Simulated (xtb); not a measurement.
CH₃Cl₂FOSn, SMILES C[O][Sn]([F])([Cl])[Cl]. All values are semi-empirical tight-binding results from xtb (GFN2-xTB unless named), good for trends rather than for accurate numbers. Coordinates come from a GFN2-xTB optimisation. The structure was generated by enumeration; whether it is a known compound was not checked. One conformer was computed; it need not be the lowest.

Optimised geometry:

```xyz
9

C     -2.9377     0.1984    -0.2653
O     -1.7431     0.8547     0.0485
Sn     0.0789    -0.0076    -0.0786
F     -0.0520    -1.1541    -1.7240
Cl     1.6853     1.5865    -0.3925
Cl     0.5449    -1.4360     1.6680
H     -2.9383    -0.2135    -1.2769
H     -3.1811    -0.5867     0.4545
H     -3.7009     0.9796    -0.2100
```

For metal compounds this method's bond lengths and energies can be far off.

- orbital gap: 2.36 eV
- zero-point energy: 26.6 kcal/mol
- G − E(el) at 298.15 K (modified RRHO): 2.5 kcal/mol

Computed atomic charges and the Wiberg bond orders between heavy atoms:
charges (e) C1 0.05, O2 -0.35, Sn3 0.55, F4 -0.31, Cl5 -0.05, Cl6 -0.07, H7 0.06, H8 0.05, H9 0.08. Bond orders C1–O2 1.02, O2–Sn3 0.67, Sn3–F4 0.76, Sn3–Cl5 0.86, Sn3–Cl6 0.83.
